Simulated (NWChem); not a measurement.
Everything below was run with NWChem. System: silicon dioxide molecule (O2Si), charge 0, spin multiplicity 1, at a geometry optimised with PBE/def2-SVP. Level: RHF/def2-TZVP.

Job file:

```
start mol
memory heap 200 mb stack 900 mb global 1100 mb
geometry units angstroms nocenter noautoz
  O      0.000000     0.000000    -1.540609
  Si     0.000000     0.000000     0.000000
  O      0.000000     0.000000     1.540609
  symmetry group D2h
end
basis spherical
  * library def2-tzvp
end
scf
  rhf
  nopen 0
  maxiter 100
  thresh 1e-7
  semidirect memsize 60000000 filesize 0
end
task scf energy
```

NWChem printed:

```
             Northwest Computational Chemistry Package (NWChem) 7.3.0
             --------------------------------------------------------

                                NWChem Input Module
                                -------------------

 Scaling coordinates for geometry "geometry" by  1.889725989
 (inverse scale =  0.529177249)

 Turning off AUTOSYM since
 SYMMETRY directive was detected!

                             Geometry "geometry" -> ""
                             -------------------------

 Output coordinates in angstroms (scale by  1.889725989 to convert to a.u.)

  No.       Tag          Charge          X              Y              Z
 ---- ---------------- ---------- -------------- -------------- --------------
    1 O                    8.0000     0.00000000     0.00000000    -1.54060900
    2 Si                  14.0000     0.00000000     0.00000000     0.00000000
    3 O                    8.0000     0.00000000     0.00000000     1.54060900

 Effective nuclear repulsion energy (a.u.)      87.9323538574

            Nuclear Dipole moment (a.u.)
            ----------------------------
        X                 Y               Z
 ---------------- ---------------- ----------------
     0.0000000000     0.0000000000     0.0000000000

      Symmetry information
      --------------------

 Group name             D2h
 Group number             26
 Group order               8
 No. of unique centers     2

      Symmetry unique atoms

     1    2


 Summary of "ao basis" -> "" (spherical)
 ------------------------------------------------------------------------------
       Tag                 Description            Shells   Functions and Types
 ---------------- ------------------------------  ------  ---------------------
 *                         def2-tzvp                  on all atoms

 Summary of "ao basis" -> "ao basis" (spherical)
 ------------------------------------------------------------------------------
       Tag                 Description            Shells   Functions and Types
 ---------------- ------------------------------  ------  ---------------------
 O                         def2-tzvp                11       31   5s3p2d1f
 Si                        def2-tzvp                13       37   5s5p2d1f

                                 NWChem SCF Module
                                 -----------------

  ao basis        = "ao basis"
  functions       =    99
  atoms           =     3
  closed shells   =    15
  open shells     =     0
  charge          =   0.00
  wavefunction    = RHF
  use symmetry    = T
  symmetry adapt  = T

 Summary of "ao basis" -> "ao basis" (spherical)
 ------------------------------------------------------------------------------
       Tag                 Description            Shells   Functions and Types
 ---------------- ------------------------------  ------  ---------------------
 O                         def2-tzvp                11       31   5s3p2d1f
 Si                        def2-tzvp                13       37   5s5p2d1f

      Symmetry analysis of basis
      --------------------------

        ag         23
        au          4
        b1g         5
        b1u        21
        b2g         9
        b2u        14
        b3g         9
        b3u        14

 Forming initial guess at       0.1s

      Superposition of Atomic Density Guess
      -------------------------------------

 Sum of atomic energies:        -438.40402499

      Non-variational initial energy
[...]
                 5     -438.7205664881  1.28D-08  5.17D-09      1.0

       Final RHF  results
       ------------------

         Total SCF energy =   -438.720566488061
      One-electron energy =   -782.817954098554
      Two-electron energy =    256.165033753075
 Nuclear repulsion energy =     87.932353857418

        Time for solution =      0.3s

       Symmetry analysis of molecular orbitals - final
       -----------------------------------------------

  Numbering of irreducible representations:

     1 ag          2 au          3 b1g         4 b1u         5 b2g
     6 b2u         7 b3g         8 b3u

  Orbital symmetries:

     1 ag          2 b1u         3 ag          4 ag          5 b3u
     6 b2u         7 b1u         8 ag          9 b1u        10 ag
    11 b1u        12 b3u        13 b2u        14 b3g        15 b2g
    16 ag         17 b2u        18 b3u        19 b1u        20 ag
    21 b2u        22 b3u        23 ag         24 b1g        25 ag

             Final eigenvalues
             -----------------

              1
    1  -68.8888
    2  -20.5869
    3  -20.5869
    4   -6.2346
    5   -4.3422
    6   -4.3422
    7   -4.3378
    8   -1.3156
    9   -1.2908
   10   -0.6509
   11   -0.5639
   12   -0.5455
   13   -0.5455
   14   -0.5061
   15   -0.5061
   16   -0.0056
   17    0.0823
   18    0.0823
   19    0.1979
   20    0.2586
   21    0.2817
   22    0.2817
   23    0.3096
   24    0.3096
   25    0.5487

                       ROHF Final Molecular Orbital Analysis
                       -------------------------------------

 Vector   13  Occ=2.000000D+00  E=-5.455311D-01  Symmetry=b2u
              MO Center= -2.0D-32,  2.9D-17, -2.3D-17, r^2= 2.6D+00
   Bfn.  Coefficient  Atom+Function         Bfn.  Coefficient  Atom+Function
  ----- ------------  ---------------      ----- ------------  ---------------
     7      0.280915  1 O  py                75      0.280915  3 O  py
    10      0.250672  1 O  py                78      0.250672  3 O  py
    47      0.231177  2 Si py                13      0.151336  1 O  py
    81      0.151336  3 O  py

 Vector   14  Occ=2.000000D+00  E=-5.061441D-01  Symmetry=b3g
              MO Center= -9.0D-31,  1.4D-18,  1.4D-19, r^2= 2.8D+00
   Bfn.  Coefficient  Atom+Function         Bfn.  Coefficient  Atom+Function
  ----- ------------  ---------------      ----- ------------  ---------------
     7      0.306851  1 O  py                75     -0.306851  3 O  py
    10      0.282388  1 O  py                78     -0.282388  3 O  py
    13      0.174933  1 O  py                81     -0.174933  3 O  py

 Vector   15  Occ=2.000000D+00  E=-5.061441D-01  Symmetry=b2g
              MO Center=  4.4D-18, -4.3D-31,  2.2D-16, r^2= 2.8D+00
   Bfn.  Coefficient  Atom+Function         Bfn.  Coefficient  Atom+Function
  ----- ------------  ---------------      ----- ------------  ---------------
     6      0.306851  1 O  px                74     -0.306851  3 O  px
     9      0.282388  1 O  px                77     -0.282388  3 O  px
    12      0.174933  1 O  px                80     -0.174933  3 O  px

 Vector   16  Occ=0.000000D+00  E=-5.630447D-03  Symmetry=ag
              MO Center=  4.1D-18, -2.2D-17, -2.8D-16, r^2= 3.3D+00
   Bfn.  Coefficient  Atom+Function         Bfn.  Coefficient  Atom+Function
  ----- ------------  ---------------      ----- ------------  ---------------
    36      1.951136  2 Si s                  5     -0.872697  1 O  s
    73     -0.872697  3 O  s                 14     -0.376617  1 O  pz
    82      0.376617  3 O  pz                59      0.257731  2 Si d  0
    34     -0.175903  2 Si s                 54     -0.166326  2 Si d  0
     8     -0.162094  1 O  pz                76      0.162094  3 O  pz

 Vector   17  Occ=0.000000D+00  E= 8.234992D-02  Symmetry=b2u
              MO Center=  6.3D-32,  1.1D-19,  1.2D-16, r^2= 4.1D+00
   Bfn.  Coefficient  Atom+Function         Bfn.  Coefficient  Atom+Function
  ----- ------------  ---------------      ----- ------------  ---------------
    50      0.939658  2 Si py                13     -0.310857  1 O  py
    81     -0.310857  3 O  py                47      0.247545  2 Si py
     7     -0.175095  1 O  py                75     -0.175095  3 O  py

 Vector   18  Occ=0.000000D+00  E= 8.234992D-02  Symmetry=b3u
              MO Center= -1.8D-19, -1.3D-31, -5.7D-18, r^2= 4.1D+00
   Bfn.  Coefficient  Atom+Function         Bfn.  Coefficient  Atom+Function
  ----- ------------  ---------------      ----- ------------  ---------------
    49      0.939658  2 Si px                12     -0.310857  1 O  px
    80     -0.310857  3 O  px                46      0.247545  2 Si px
     6     -0.175095  1 O  px                74     -0.175095  3 O  px

 center of mass
 --------------
 x =   0.00000000 y =   0.00000000 z =   0.00000000

 moments of inertia (a.u.)
 ------------------
         271.140460418421           0.000000000000           0.000000000000
           0.000000000000         271.140460418421           0.000000000000
           0.000000000000           0.000000000000           0.000000000000

  Mulliken analysis of the total density
  --------------------------------------

    Atom       Charge   Shell Charges
 -----------   ------   -------------------------------------------------------
    1 O    8     8.58   0.79  1.18  0.59  0.96  0.31  1.77  1.99  0.96  0.00  0.02  0.00
    2 Si  14    12.85   2.00  0.58  1.39  0.74  0.10  4.12  1.73  0.51  0.83  0.16  0.25  0.31  0.10
    3 O    8     8.58   0.79  1.18  0.59  0.96  0.31  1.77  1.99  0.96  0.00  0.02  0.00

       Multipole analysis of the density wrt the origin
       ------------------------------------------------

     L   x y z        total         open         nuclear
     -   - - -        -----         ----         -------
     0   0 0 0      0.000000      0.000000     30.000000

     1   1 0 0     -0.000000      0.000000      0.000000
     1   0 1 0     -0.000000      0.000000      0.000000
     1   0 0 1     -0.000000      0.000000      0.000000

     2   2 0 0    -14.611267      0.000000      0.000000
     2   1 1 0     -0.000000      0.000000      0.000000
     2   1 0 1     -0.000000      0.000000      0.000000
     2   0 2 0    -14.611267      0.000000      0.000000
     2   0 1 1     -0.000000      0.000000      0.000000
     2   0 0 2    -26.027938      0.000000    135.613372

 Task  times  cpu:        1.0s     wall:        1.0s

 Total times  cpu:        1.1s     wall:        1.1s
```
